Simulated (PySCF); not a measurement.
C4H3BF2O.
Structure used (GFN2-xTB), in Å, numbered top down from 1:
```xyz
11
C4H3BF2O angstrom
O      3.5158   -0.4955   -0.7574
C      2.7479   -0.3219    0.1509
C      1.3256   -0.3703    0.0538
C      0.1276   -0.4351   -0.0649
C     -1.3152   -0.4866   -0.1723
B     -1.9044    0.9843   -0.0124
F     -2.1082    1.7817   -1.0333
F     -2.2110    1.4990    1.1556
H      3.0955   -0.0990    1.1803
H     -1.6919   -1.1409    0.6170
H     -1.5762   -0.9130   -1.1431
```

The closed-shell ground state was solved at several levels (PySCF, density fitting, gas phase, non-relativistic).

| level | basis functions | HOMO (eV) | LUMO (eV) | gap (eV) | dipole (D) |
| --- | --- | --- | --- | --- | --- |
| CAM-B3LYP/def2-SVPD | 193 | -9.60 | -1.02 | 8.58 | 3.50 |
| B3LYP/pcJ-1 | 246 | -7.71 | -2.23 | 5.48 | 3.43 |

(1) Estimate the row for PBE0/pcSseg-1, a basis of 151 functions; the other rows only guide the guess.

(2) Over all these levels, which gives the widest orbital gap and which the narrowest?

(3) How far do the dipole and the HOMO energy spread over the levels?

Results:

(1) HOMO -7.99 eV, LUMO -2.03 eV, gap 5.96 eV, dipole 3.43 D.

(2) CAM-B3LYP/def2-SVPD (range-separated hybrid) has the widest, 8.58 eV, and B3LYP/pcJ-1 (global hybrid, 20 % exact exchange) the narrowest, 5.48 eV. Functional and basis both differ between the two, so the spread mixes both effects.

(3) The dipole runs from 3.43 to 3.50 D (mean 3.45 D) and the HOMO from -9.60 to -7.71 eV.

One conformer stands for the species.
